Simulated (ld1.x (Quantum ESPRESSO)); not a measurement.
# An all-electron radial function and its pseudo partner (Sb)

Columns: radius, all-electron u(r) and pseudo u(r) of the 5s shell (level -13.04 eV) of antimony in the configuration [Kr] 4d10 5s1.75 5p3.25; PBE, scalar-relativistic, TM semilocal scheme, ld1.x (Quantum ESPRESSO) 7.5.

```tsv
r (bohr)	all-electron	pseudo
0.090	-0.1603	0.0139
0.180	0.1459	0.0284
0.270	0.2347	0.0443
0.360	0.0499	0.0623
0.450	-0.1828	0.0831
0.540	-0.3354	0.1078
0.630	-0.3785	0.1371
0.720	-0.3296	0.1721
0.810	-0.2199	0.2136
0.900	-0.0791	0.2620
0.990	0.0709	0.3172
1.080	0.2154	0.3785
1.170	0.3461	0.4439
1.260	0.4587	0.5109
1.350	0.5518	0.5757
1.440	0.6258	0.6347
1.530	0.6821	0.6845
1.620	0.7226	0.7230
1.710	0.7491	0.7491
1.800	0.7638	0.7638
1.890	0.7684	0.7684
1.980	0.7648	0.7648
2.070	0.7543	0.7543
2.160	0.7384	0.7384
2.250	0.7180	0.7180
2.340	0.6944	0.6944
```

(1) How many radial nodes do the two functions have?

(2) At about which radius was the pseudo-wave matched?

(3) Where does each function peak?

(4) Is the pseudo-wave norm-conserving?

## Answers

(1) The all-electron 5s function has n − l − 1 = 4 (the table is too coarse to show those close to the nucleus); the pseudo-wave has 0, since the states of the same l below it are removed with the core.

(2) 1.80 bohr. The columns agree to 0.0005 from 1.62 bohr on; several derivatives are matched, so the curves merge somewhat inside the radius.

(3) Outermost all-electron maximum near 1.89 bohr, pseudo maximum near 1.89 bohr (to the table’s step).

(4) Yes: the TM semilocal scheme keeps the norm inside the radius equal to the all-electron one, which fixes the energy derivative of the logarithmic derivative at the level.
